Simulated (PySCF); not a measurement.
From one molecule to another.

First species: C4H9AsGe.
Structure used (PBE0-D3(BJ)/def2-SVP), in Å, numbered top down from 1:
```xyz
15
C4H9AsGe angstrom
C      3.2906   -0.1768    0.4509
C      1.9133   -0.2494   -0.0026
C      0.7595   -0.3122   -0.3912
Ge    -1.0554   -0.3339   -0.9449
C     -2.1123   -1.3681    0.3277
As    -1.9371    1.9270   -1.0777
H      3.9889   -0.4142   -0.3670
H      3.5333    0.8323    0.8197
H      3.4769   -0.8886    1.2703
H     -1.1345   -0.9560   -2.3538
H     -2.0524   -0.9082    1.3243
H     -1.7231   -2.3945    0.3902
H     -3.1652   -1.4020    0.0132
H     -0.7094    2.4180   -1.8370
H     -1.3195    2.2930    0.2682
```

Second species: Sn(vinyl)3F, C6H9FSn.
Z-matrix (Å and degrees, PBE0-D3(BJ)/def2-SVP geometry), rows numbered from 1:
```
Sn
C   1  2.1304
C   2  1.3357  1  119.66
H   2  1.0967  1  120.37  3  -179.46
H   3  1.0956  2  121.69  1     0.49
H   3  1.0970  2  121.77  1  -179.56
C   1  2.1294  2  116.32  3  -110.46
C   7  1.3358  1  118.71  2   108.96
H   7  1.0963  1  121.07  2   -70.82
H   8  1.0958  7  121.51  1     0.17
H   8  1.0967  7  121.82  1  -179.84
C   1  2.1293  2  115.38  3   107.32
C  12  1.3359  1  119.02  2  -106.48
H  12  1.0965  1  120.87  2    73.04
H  13  1.0958 12  121.56  1    -0.49
H  13  1.0969 12  121.84  1   179.59
F   1  1.9611  2  102.16  3    -1.58
```

Levels: B3LYP/def2-SVPD for HOMO energy, LUMO energy, HOMO–LUMO gap and static isotropic polarisability; TDDFT B3LYP/def2-SVPD for lowest singlet excitation; TDA B3LYP/def2-SVPD for lowest triplet excitation (Tamm–Dancoff). Geometries: PBE0-D3(BJ)/def2-SVP. Each structure is a single optimised conformer of the isolated species (atoms past krypton carry core potentials, spin–orbit coupling is left out); the electronic structure was computed with PySCF and density fitting.

Dipoles, sizes and rotational constants follow the conformer. The torsions of the flexible species, by atom-mapped SMILES:
- `[CH3:1][C:2]#[C:3][Ge@@H:4]([CH3:5])[AsH2:6]`: H–As6–Ge4–C3 47°, H–As6–Ge4–C3 -45°

| property | column X | column Y |
| --- | --- | --- |
| HOMO energy | -7.57 eV | -6.72 eV |
| LUMO energy | -0.88 eV | -0.37 eV |
| HOMO–LUMO gap | 6.69 eV | 6.35 eV |
| lowest singlet excitation | 5.60 eV | 5.65 eV |
| lowest triplet excitation (Tamm–Dancoff) | 4.32 eV | 4.70 eV |
| static isotropic polarisability | 112.7 au | 117.8 au |

Q: Which column belongs to which species?

A: Column X is the second species and column Y the first. The first has 15 atoms and 98 electrons, the second 17 and 104.

Q: How does each property change from the first species to the second?

A: HOMO energy -0.85 eV; LUMO energy -0.51 eV; HOMO–LUMO gap +0.34 eV; lowest singlet excitation -0.05 eV; lowest triplet excitation (Tamm–Dancoff) -0.38 eV; static isotropic polarisability -5.1 au.

On the first: In wavenumbers S1 is 45500 cm⁻¹ (1 eV = 8065.54 cm⁻¹). The principal polarisabilities are 91.9, 113.7 and 147.8 au; their mean is the isotropic value. The calculation is non-relativistic and has no spin–orbit coupling, an omission that weighs most on arsenic and germanium.

On the second: In wavenumbers S1 is 45200 cm⁻¹ (1 eV = 8065.54 cm⁻¹). The polarisability is 16.70 Å³ as a volume (1 au = 0.148185 Å³). Atoms past krypton carry effective core potentials; spin–orbit coupling is left out.
